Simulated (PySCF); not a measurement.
# Bond lengths and vibrations by method: AlBH3N2

These are calculations, not measurements. The program is PySCF 2.14.0, an open-source quantum chemistry code, run on an isolated molecule that a program drew, which may never have been made. The molecule is AlBH3N2 (charge 0, doublet), drawn as the SMILES string `NB=[N][AlH]`.

The geometry was optimised and harmonic frequencies were computed with HF and MP2, all in the cc-pV(D+d)Z basis, for the commonest isotopes, with a restricted reference for singlets and an unrestricted one otherwise, and a frozen core in MP2. Each result is a local minimum of its method.

Geometry at the HF minimum:
```xyz
7
AlBH3N2, angstrom
N    -0.2810    2.4488   -1.7986
B    -0.0976    1.2109   -1.1991
N     0.0546    0.0948   -0.6322
Al    0.3834   -1.4246    0.1863
H    -1.0859    2.6213   -2.3649
H     0.5047    3.0197   -2.0328
H    -0.7830   -2.5114    0.2968
```

Lengths of the bonds as drawn, in Å (atoms numbered as above):
| bond | HF | MP2 |
|---|---|---|
| N1-B2 | 1.388 | 1.403 |
| B2-N3 | 1.261 | 1.287 |
| N3-Al4 | 1.757 | 1.781 |
| N1-H5 | 0.999 | 1.015 |
| N1-H6 | 0.999 | 1.015 |
| Al4-H7 | 1.598 | 1.596 |

Rotational constants, in GHz:
```
constant     HF    MP2
       A    154  148.1
       B  2.247  2.187
       C  2.216  2.158
```

Harmonic frequencies in cm^-1, each column in rising order, so a row needn't be the same motion in every method:
```
rank,HF,MP2
1,94,74
2,107,94
3,189,206
4,266,346
5,416,359
6,527,459
7,572,536
8,668,633
9,1040,978
10,1167,1107
11,1699,1578
12,1878,1875
13,2090,1970
14,3815,?
15,3918,3739
```

**Estimate the missing MP2 frequency from the HF column.**

A single factor s that minimises the squared misfit of MP2 against s times HF over the other rows is sum(HF x MP2) / sum(HF^2) = 0.9539, with an rms misfit of 40 cm^-1. For rank 14 it gives 0.9539 x 3815 = 3639 cm^-1. The calculation gives 3631 cm^-1, 8 cm^-1 below the estimate. The drawn bonds are on average 1.3 % longer in MP2 than in HF.
